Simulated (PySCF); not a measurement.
C4H6O2Si, SMILES Oc1ccoc1[SiH3].

Coordinates come from a r2SCAN-D4/def2-SVP optimisation. This is a generated structure with no PubChem entry under its InChIKey; it may be hypothetical. The values are those of a single conformer.

The numbers are results of TDDFT-PBE0/def2-SVPD run with PySCF 2.14.0, not measurements.

Vertical excitations. The molecule is in vacuum. State labels are in the subgroup Cs.

Q: Estimate the UV-visible absorptions. (Estimate from the structure and the level; the computed values follow.)

A: 
```
state  symmetry  energy (eV)  λ (nm)      f                                            main pairs
-----  --------  -----------  ------  -----  ----------------------------------------------------
S1           A'         5.41     229  0.236                                        HOMO→LUMO 96 %
S2           A"         5.52     224  0.001                                      HOMO→LUMO+1 97 %
S3           A"         6.11     203  0.000                                      HOMO→LUMO+2 93 %
S4           A'         6.30     197  0.071                    HOMO−1→LUMO 63 %, HOMO→LUMO+6 33 %
S5           A"         6.41     193  0.001                    HOMO→LUMO+3 63 %, HOMO→LUMO+4 32 %
S6           A"         6.60     188  0.000                    HOMO→LUMO+4 61 %, HOMO→LUMO+3 35 %
S7           A"         6.70     185  0.011                                      HOMO→LUMO+5 87 %
S8           A"         6.80     182  0.000                                    HOMO−1→LUMO+1 85 %
S9           A'         7.05     176  0.163  HOMO→LUMO+6 60 %, HOMO−1→LUMO 25 %, HOMO→LUMO+8 11 %
S10          A"         7.44     167  0.008                  HOMO−1→LUMO+2 47 %, HOMO→LUMO+7 40 %
T1           A'         3.59     346      0                                        HOMO→LUMO 93 %
T2           A'         4.90     253      0                                      HOMO−1→LUMO 80 %
T3           A"         5.40     230      0                                      HOMO→LUMO+1 94 %
T4           A'         5.81     213      0                                      HOMO→LUMO+6 77 %
```
Triplets are in the Tamm–Dancoff approximation, which puts them higher than full response would, so one can lie above its singlet here.
